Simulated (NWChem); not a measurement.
SiH₂S₂Cl₂; SMILES S[Si](S)(Cl)Cl

```xyz
7

S      1.5057     0.9865     1.1566
Si     0.0000     0.0000    -0.0011
S     -1.5057    -0.9865     1.1566
Cl     1.0685    -1.3004    -1.1994
Cl    -1.0685     1.3004    -1.1994
H      0.6361     1.7157     1.8913
H     -0.6361    -1.7157     1.8913
```
Atoms are numbered in this order, from 1.

Program: NWChem. Structure relaxed at the B3LYP/6-31G* (spherical d) level. Ions are spin-unrestricted doublets at the neutral geometry; other ion states weren't tried.

**Question.** Predict the results for Hartree-Fock/def2-SVP. Quantities: vertical ionisation energy, ΔSCF (eV); −ε(HOMO) (eV).

**Answer.** 
| Item | Value |
|---|---|
| vertical ionisation energy, ΔSCF (eV) | 9.81 |
| −ε(HOMO) (eV) | 10.73 |
